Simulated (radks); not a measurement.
Coulomb parameter of the 4f shell of the erbium ion Er2+ in the model configuration [Xe] 4f10.5 6p1.5, as a second difference U = [E(n + 0.25) + E(n - 0.25) - 2 E(n)] / (0.25)^2 with all orbitals relaxed. "Bare": the charge of the atom changes with n. "Screened": the 6p shell takes up the change at fixed total charge, which measures U(4f,4f) + U(6p,6p) - 2 U(4f,6p). All-electron calculation, Dirac Kohn-Sham, PBE, spin-unpolarised, spherical densities, finite nucleus; open shells are shared between the two j in proportion to 2j + 1; Fermi nuclear charge, rms radius 5.2516 fm. Program: a radial shooting solver on a logarithmic mesh with Libxc functionals.

case                  configuration  E - E(n) (eV)
start             [Xe] 4f10.5 6p1.5          0.000
bare +0.25       [Xe] 4f10.75 6p1.5         -7.754
bare -0.25       [Xe] 4f10.25 6p1.5          8.944
screened +0.25  [Xe] 4f10.75 6p1.25         -4.603
screened -0.25  [Xe] 4f10.25 6p1.75          5.210

U(bare) = 19.040 eV, U(screened by 6p) = 9.718 eV.
